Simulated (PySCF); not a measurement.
H₂O, charge +1, doublet, geometry from GFN2-xTB (a state made from the parent by changing its charge; the spin is typed, not shown lowest), with bond 2-1 at 1.6 times its length; B3LYP/pcseg-1 in PySCF.

The PySCF input:
```python
from pyscf import gto, scf, dft

mol = gto.M(
    atom='''
O     0.008380    0.001641    0.099256
H    -0.090159    1.385228   -0.715220
H    -0.013837   -0.879508   -0.384257
''',
    basis='pcseg-1',
    charge=1,
    spin=1,
    verbose=4,
)

mf = dft.UKS(mol)
mf.xc = 'b3lyp'
mf.conv_tol_grad = 1e-7
mf.kernel()
mf.analyze()
```

What the program printed (banner, timings and long lists left out):

```
PySCF version 2.14.0

[INPUT] verbose = 4
[INPUT] num. atoms = 3
[INPUT] num. electrons = 9
[INPUT] charge = 1
[INPUT] spin (= nelec alpha-beta = 2S) = 1
[INPUT] symmetry False subgroup None
[INPUT] Mole.unit = angstrom
[INPUT] Symbol           X                Y                Z      unit          X                Y                Z       unit  Magmom
[...]
nuclear repulsion = 7.0738623859024
number of shells = 7
number of NR pGTOs = 39
number of NR cGTOs = 24
basis = pcseg-1
ecp = {}

******** <class 'pyscf.dft.uks.UKS'> ********
method = UKS
initial guess = minao
damping factor = 0
level_shift factor = 0
DIIS = <class 'pyscf.scf.diis.CDIIS'>
diis_start_cycle = 1
diis_space = 8
diis_damp = 0
SCF conv_tol = 1e-09
SCF conv_tol_grad = 1e-07
SCF max_cycles = 50
direct_scf = True
direct_scf_tol = 1e-13
number electrons alpha = 5  beta = 4
XC library pyscf.dft.libxc version 7.1.2
    S. Lehtola, C. Steigemann, M. J. T. Oliveira, and M. A. L. Marques,  SoftwareX 7, 1–5 (2018)
XC functionals = b3lyp
    P. J. Stephens, F. J. Devlin, C. F. Chabalowski, and M. J. Frisch,  J. Phys. Chem. 98, 11623 (1994)
radial grids:
    Treutler-Ahlrichs [JCP 102, 346 (1995); DOI:10.1063/1.469408] (M4) radial grids

becke partition: Becke, JCP 88, 2547 (1988); DOI:10.1063/1.454033
pruning grids: <function nwchem_prune>
grids dens level: 3
symmetrized grids: False
atomic radii adjust function: <function treutler_atomic_radii_adjust>
small_rho_cutoff = 0
tot grids = 33704
init E= -76.0717791462004

cycle= 1 E= -75.8483052669169  delta_E= 0.223  |g|= 0.149  |ddm|= 0.97
cycle= 2 E= -75.861762113299  delta_E= -0.0135  |g|= 0.0827  |ddm|= 0.233
cycle= 3 E= -75.8625163327822  delta_E= -0.000754  |g|= 0.0816  |ddm|= 0.117
cycle= 4 E= -75.8656258540751  delta_E= -0.00311  |g|= 0.00763  |ddm|= 0.0563
cycle= 5 E= -75.8657856183208  delta_E= -0.00016  |g|= 0.00476  |ddm|= 0.0177
cycle= 6 E= -75.8659065870358  delta_E= -0.000121  |g|= 0.00313  |ddm|= 0.019
cycle= 7 E= -75.8659960092175  delta_E= -8.94e-05  |g|= 0.00129  |ddm|= 0.029
cycle= 8 E= -75.8660008842191  delta_E= -4.88e-06  |g|= 0.000196  |ddm|= 0.00675
cycle= 9 E= -75.8660009589854  delta_E= -7.48e-08  |g|= 3.51e-05  |ddm|= 0.000637
cycle= 10 E= -75.8660009626979  delta_E= -3.71e-09  |g|= 8.97e-06  |ddm|= 0.000196
cycle= 11 E= -75.8660009627529  delta_E= -5.49e-11  |g|= 1.84e-06  |ddm|= 1.3e-05
cycle= 12 E= -75.8660009627552  delta_E= -2.33e-12  |g|= 1.6e-07  |ddm|= 1.97e-06
cycle= 13 E= -75.8660009627552  delta_E= 5.68e-14  |g|= 5.34e-08  |ddm|= 6.4e-07
Extra cycle  E= -75.8660009627553  delta_E= -9.95e-14  |g|= 7.12e-08  |ddm|= 1.17e-07
converged SCF energy = -75.8660009627553  <S^2> = 0.77814751  2S+1 = 2.0279522
**** SCF Summaries ****
Total Energy =                         -75.866000962755251
Nuclear Repulsion Energy =               7.073862385902398
One-electron Energy =                 -114.785985576049612
Two-electron Energy =                   31.846122227391959
Two-electron Coulomb Energy =           40.664391586628071
DFT Exchange-Correlation Energy =       -8.818269359236112
**** MO energy ****
                             alpha | beta                alpha | beta
[...]
To work with the spin densities directly, `use mulliken_meta_spin()` only printing them here.

 ** Mulliken spin pop alpha/beta on meta-lowdin orthogonal AOs **
 ** Mulliken Spin Density (per AO)  **
spin_pop of  0 O 1s       -0.00001
spin_pop of  0 O 2s        0.01475
spin_pop of  0 O 3s        0.00007
spin_pop of  0 O 2px       0.99097
spin_pop of  0 O 2py       0.06900
spin_pop of  0 O 2pz       0.07728
spin_pop of  0 O 3px       0.00130
spin_pop of  0 O 3py       0.00028
spin_pop of  0 O 3pz       0.00013
spin_pop of  0 O 3dxy      0.00014
spin_pop of  0 O 3dyz      0.00008
spin_pop of  0 O 3dz^2     0.00031
spin_pop of  0 O 3dxz      0.00038
spin_pop of  0 O 3dx2-y2   -0.00040
spin_pop of  1 H 1s       -0.12640
spin_pop of  1 H 2s       -0.00042
spin_pop of  1 H 2px       0.00001
spin_pop of  1 H 2py      -0.00018
spin_pop of  1 H 2pz      -0.00004
spin_pop of  2 H 1s       -0.02685
spin_pop of  2 H 2s       -0.00053
spin_pop of  2 H 2px       0.00034
spin_pop of  2 H 2py      -0.00015
spin_pop of  2 H 2pz      -0.00006
 ** Mulliken Spin Density (per atom)  **
spin density of  0 O =      1.15428
spin density of  1 H =     -0.12704
spin density of  2 H =     -0.02724
 ** Mulliken pop alpha/beta on meta-lowdin orthogonal AOs **
 ** Mulliken pop       alpha | beta **
[...]
In total             5.00000 | 4.00000
 ** Mulliken atomic charges   ( Nelec_alpha | Nelec_beta ) **
charge of  0O =     -0.00883  (     4.58156      3.42728 )
charge of  1H =      0.57105  (     0.15096      0.27799 )
charge of  2H =      0.43778  (     0.26749      0.29473 )

WARN: System has nonzero charge 1; the dipole moment is origin-dependent.
Location of origin: [0. 0. 0.]

Dipole moment(X, Y, Z, Debye): -0.28720,  1.86932, -2.91752
```
